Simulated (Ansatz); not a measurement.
`NC[SiH2]Cl` + `NCBF` → `FB[SiH2]Cl` + `NCCN`  (formal exchange of groups at the Si–C bond)

Program: Ansatz. Geometries: PBE0-D4/def2-TZVP. ΔE: electronic, gas phase. CCSD(T)/CBS is the MP2 limit (def2-TZVPP, def2-QZVPP) plus CCSD(T) − MP2 in def2-TZVPP, frozen cores. DFT in def2-TZVPP. Each species was taken in one conformer, which may not be the lowest.

```
     species  BLYP-D4 energy (Eh)
`NC[SiH2]Cl`           -846.22841
      `NCBF`           -220.64071
`FB[SiH2]Cl`           -876.32338
      `NCCN`           -190.52413
```

(1) Work out ΔE.

(2) What do rigid-rotor, harmonic-oscillator terms from PBE0-D4/def2-TZVP frequencies (298.15 K, 1 bar) make of the CCSD(T)/CBS value? (Best estimate.)

Largest T1 diagnostic among the species: 0.012.

Answers

(1) ΔE = (-876.32338) + (-190.52413) − (-846.22841) − (-220.64071) = 0.02161 Eh = +0.59 eV. CCSD(T)/CBS gives +0.60 eV.

(2) Computed: ΔZPE = +0.04 eV, ΔH = +0.63 eV, ΔS = 4 J/(mol·K), ΔG = +0.62 eV.

From BLYP to BHLYP (50 % exact exchange), in def2-TZVPP and without D4, ΔE moves by +0.06 eV. Leaving LDA and LC-ωPBE aside and taking each functional with its dispersion term where it has one, the values, not all of them listed here, spread over 0.12 eV, from revPBE-D4 to ωB97M-V. LDA lies +0.05 eV from PBE without D4.
